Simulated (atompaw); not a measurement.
**Before and after: PAW (atompaw) potential for gadolinium (Gd)**

```
Element                 : gadolinium (Gd)
Generator               : atompaw 4.2.0.5
Type                    : PAW
Functional              : PBEsol
Relativity              : scalar-relativistic
Frozen core             : [Kr] 4d10 4f7
Valence charge          : 11
Reference configuration : 5s2 5p6 5d1 6s2 6p0
Partial waves           : 5s (bound): rc 2.20 bohr; 6s (bound): rc 2.50 bohr; 5p (bound): rc 1.65 bohr; 6p (bound, empty): rc 2.80 bohr; 5d (bound): rc 2.80 bohr; 5d channel at 0.7 Ry: rc 2.80 bohr
Local potential         : bessel scheme, radius 2.15 bohr
Core correction         : smooth core density matched at 2.05 bohr
Augmentation charge     : gaussian compensation charge, radius 2.40 bohr; PAW radius 2.80 bohr; waves and projectors: custom polynom vanderbiltortho
```

Change: all radii scaled by about 1.31 (s 2.88, p 2.16, d 3.68 bohr); local potential bessel scheme, radius 2.82 bohr; augmentation gaussian compensation charge, radius 3.14 bohr; PAW radius 3.68 bohr; waves and projectors: custom polynom vanderbiltortho; core correction smooth core density matched at 2.68 bohr.

Cutoffs: the cutoffs (Ry, on a coarse ladder) from which the occupation-weighted sum of valence levels, in a spherical-Bessel basis at the reference potential, stays within 10 and 1 mRy of its value at 400 Ry; they do not see the model core or the augmentation charge, which bear on the density cutoff.

Task: What does the change do?

Result: The potential gets softer (18 Ry and 35 Ry → 15 Ry and 30 Ry); neither file shows a bound ghost. A larger radius leaves more room for a smooth pseudo-wave, so fewer plane waves are needed.

| quantity | base | changed |
| --- | --- | --- |
| cutoff, loose | 18 Ry | 15 Ry |
| cutoff, tight | 35 Ry | 30 Ry |
| loose cutoff by channel (10 mRy a level) | s 10 Ry, p 15 Ry, d 10 Ry | s 6 Ry, p 12 Ry, d 6 Ry |
| bound ghosts | none | none |
| lowest overlap eigenvalue by channel | s 0.68, p 0.57, d 0.94 | s 0.66, p 0.53, d 0.90 |

 The cutoffs see the waves, projectors and local potential, not the compensation charge or the core.
